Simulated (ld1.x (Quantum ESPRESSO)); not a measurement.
## H (Z = 1): variants of one ultrasoft potential

Base potential:

H, ultrasoft, made with ld1.x (Quantum ESPRESSO) 7.5 (PBE, non-relativistic). Core none, reference 1s1. Waves: 1s (bound): rcut 0.70, rcutus 0.85 bohr; 1s channel at 0.05 Ry: rcut 0.70, rcutus 0.85 bohr. Local part: all-electron potential smoothed inside 0.65 bohr (lloc = -1). Core correction: none. Augmentation charge: PSQ, inside the norm-conserving radii.

All-electron outer shells of the reference configuration (PBE, non-relativistic, ld1.x):

```json
{"shell": "1s", "level (eV)": "-6.49", "outermost node (bohr)": "–", "outermost maximum (bohr)": "1.03"}
```

Cutoffs, loose and tight: the cutoffs (Ry, on a coarse ladder) from which the occupation-weighted sum of valence levels, in a spherical-Bessel basis at the reference potential, stays within 10 and 1 mRy of its value at 400 Ry. They do not see the model core or the augmentation charge, which bear on the density cutoff. Test errors are all-electron minus pseudo excitation energies from the reference, over the configurations 1s0.5. A dash means not determined; rows that change the core or the reference have their own tests.

| change | outcome | cutoff, loose | cutoff, tight | bound ghosts |
| --- | --- | --- | --- | --- |
| base | generated | 25 Ry | 45 Ry | none |
| local potential all-electron potential smoothed inside 0.92 bohr (lloc = -1) | generated | 25 Ry | 45 Ry | none |
| wave 1s channel at 0.05 Ry: rcut 0.70, rcutus 0.85 bohr becomes 1s channel at 1.01 Ry: rcut 0.70, rcutus 0.85 bohr | generated | 25 Ry | 45 Ry | none |
| local potential all-electron potential smoothed inside 0.75 bohr (lloc = -1) | generated | 25 Ry | 45 Ry | none |
| waves 1s (bound): rcut 0.70, rcutus 0.82 bohr; 1s channel at 0.05 Ry: rcut 0.70, rcutus 0.82 bohr | generated | 25 Ry | 50 Ry | none |
| scalar-relativistic | generated | 25 Ry | 45 Ry | none |
| functional LDA (PZ) | generated | 21 Ry | 45 Ry | none |
| waves 1s (bound): rcut 0.92, rcutus 1.12 bohr; 1s channel at 0.05 Ry: rcut 0.92, rcutus 1.12 bohr; local potential all-electron potential smoothed inside 0.86 bohr (lloc = -1) | generated | 18 Ry | 30 Ry | none |
| local potential all-electron potential smoothed inside 0.46 bohr (lloc = -1) | generated | 25 Ry | 45 Ry | none |
| functional PBEsol | generated | 21 Ry | 45 Ry | none |
| waves 1s (bound): rcut 0.50, rcutus 0.62 bohr; 1s channel at 0.05 Ry: rcut 0.50, rcutus 0.62 bohr; local potential all-electron potential smoothed inside 0.48 bohr (lloc = -1) | generated | 30 Ry | 70 Ry | none |
